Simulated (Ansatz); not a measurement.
`O[SiH](O)CF` and `C[SiH](O)O` differ in one atom or group.

Ansatz, PBE0-D4/def2-TZVP geometries, multiplicity 1. Each molecule was computed in one conformer, which needn't be the lowest.

| property | `O[SiH](O)CF` |
| --- | --- |
| size of the dipole moment (ωB97M-V/def2-TZVPP) / D | 1.63 |
| HOMO–LUMO gap (PBE/def2-TZVPP) / eV | 6.11 |
| size of the dipole moment (PBE/def2-TZVPP) / D | 1.59 |
| LUMO energy (ωB97M-V/def2-TZVPP) / eV | 2.07 |
| HOMO–LUMO gap (B3LYP/def2-TZVPP) / eV | 8.11 |
| HOMO–LUMO gap (ωB97M-V/def2-TZVPP) / eV | 12.62 |

Task: What does the change do to each property? (Best estimate.)

Result: Ansatz gave: 
| property | `C[SiH](O)O` | shift |
| --- | --- | --- |
| size of the dipole moment (ωB97M-V/def2-TZVPP) / D | 0.93 | -0.70 |
| HOMO–LUMO gap (PBE/def2-TZVPP) / eV | 6.93 | 0.82 |
| size of the dipole moment (PBE/def2-TZVPP) / D | 0.94 | -0.65 |
| LUMO energy (ωB97M-V/def2-TZVPP) / eV | 2.18 | 0.11 |
| HOMO–LUMO gap (B3LYP/def2-TZVPP) / eV | 8.69 | 0.58 |
| HOMO–LUMO gap (ωB97M-V/def2-TZVPP) / eV | 13.00 | 0.38 |

With PBE0 the HOMO falls by 0.28 eV and the LUMO rises by 0.38 eV, so the gap widens by about 0.66 eV. PBE moves the HOMO by -0.34 eV and ωB97M-V by -0.27 eV. Dipoles are sizes alone; their direction can turn.

B3LYP here is the variant with VWN-RPA as its local correlation; programs differ in this.
